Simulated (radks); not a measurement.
Task: The mean radii <r> (bohr) of the occupied orbitals of an atom or ion are listed with their occupations. Method: Dirac Kohn-Sham, BLYP, spin-unpolarised, spherical densities, point nucleus; computed with a radial shooting solver on a logarithmic mesh with Libxc functionals.

orbital  occ.      <r>
1s1/2       2  0.02363
2s1/2       2   0.1005
2p1/2       2  0.08420
2p3/2       4  0.09061
3s1/2       2   0.2659
3p1/2       2   0.2556
3p3/2       4   0.2680
3d3/2       4   0.2393
3d5/2       6   0.2432
4s1/2       2   0.6087
4p1/2       2   0.6257
4p3/2       4   0.6545
4d3/2       4   0.7069
4d5/2       6   0.7174
5s1/2       2    1.492
5p1/2       2    1.691
5p3/2       2    1.783
6s1/2       1    3.979
4f5/2       6    1.314

Name the element and its charge. Open shells, if any, fill j = l - 1/2 first.

Result: Z = 60, neodymium, charge +1: Nd+ in [Kr] 4d10 4f6 5s2 5p4 6s1. The 1s radius gives Z: for a bare nucleus <r> = (2 gamma + 1)/(2Z) with gamma = sqrt(1 - (Z/c)^2), 0.02332 bohr for Z = 60, and screening makes it slightly larger (0.02363 here). The occupations add up to 59, and the charge is Z minus that.
